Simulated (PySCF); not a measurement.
Correlation energy of Cu¹⁷⁺ (copper, charge +17)

Starting occupation: [Ne] 3s2. Calculation: PySCF 2.14, in an uncontracted even-tempered set (19 s from 0.54 bohr⁻², ratio 2.6; 13 p from 0.7 bohr⁻², ratio 2.6; 7 d from 0.72 bohr⁻², ratio 2.8; 4 f from 12 bohr⁻², ratio 2.8); X2C-1e with screened-nucleus spin-orbit coupling, Gaussian nucleus. Frozen: 1s2; 10 electrons correlated; the 50 highest virtual spinors left out.

MP2 pair energies summed by pair of shells (mhartree):

| pair | energy | share (%) |
| --- | --- | --- |
| 2p1/2-2p3/2 | -95.14 | 23.3 |
| 2p3/2-2p3/2 | -91.28 | 22.3 |
| 3s1/2-3s1/2 | -73.43 | 17.9 |
| 2p3/2-2s1/2 | -39.61 | 9.7 |
| 2p3/2-3s1/2 | -33.53 | 8.2 |
| 2p1/2-2p1/2 | -22.03 | 5.4 |
| 2p1/2-2s1/2 | -19.94 | 4.9 |
| 2p1/2-3s1/2 | -16.34 | 4.0 |
| 2s1/2-2s1/2 | -10.34 | 2.5 |
| 2s1/2-3s1/2 | -7.53 | 1.8 |

Total MP2 correlation energy: -409.17 mhartree.

The virtual space was cut to 56 spinors, which keep -353.26 of the -409.17 mhartree of MP2 correlation.

```csv
level,correlation energy (mhartree)
CCSD,-378.15
```

Diagnostics: T1 = 0.00059, largest double amplitude 0.091.

Cost of the coupled-cluster step: roughly 40 core-seconds, for 10 occupied and 56 virtual spinors.

Iterations:

```
Init t2, MP2 energy = -0.353256434974194
CCSD nocc = 10, nmo = 66
Init t2, MP2 energy = -0.353256434974194
Init E_corr(GCCSD) = -0.353256434974194
cycle = 1  E_corr(GCCSD) = -0.370760073735418  dE = -0.0175036388  norm(t1,t2) = 0.0291376
cycle = 2  E_corr(GCCSD) = -0.375612380851002  dE = -0.00485230712  norm(t1,t2) = 0.0101928
cycle = 3  E_corr(GCCSD) = -0.378157646241632  dE = -0.00254526539  norm(t1,t2) = 0.00378561
cycle = 4  E_corr(GCCSD) = -0.378151638465252  dE = 6.00777638e-06  norm(t1,t2) = 0.000178832
cycle = 5  E_corr(GCCSD) = -0.378154091757321  dE = -2.45329207e-06  norm(t1,t2) = 3.44595e-05
cycle = 6  E_corr(GCCSD) = -0.378152954702268  dE = 1.13705505e-06  norm(t1,t2) = 1.11989e-06
cycle = 7  E_corr(GCCSD) = -0.378153005160722  dE = -5.04584545e-08  norm(t1,t2) = 8.37333e-08
cycle = 8  E_corr(GCCSD) = -0.378153007079086  dE = -1.91836369e-09  norm(t1,t2) = 2.98479e-09
GCCSD converged
E(GCCSD) = -1505.073020295804  E_corr = -0.3781530070790861
```

The coupled-cluster values are those of the cut space; adding the MP2 remainder, -55.91 mhartree, estimates the full space.
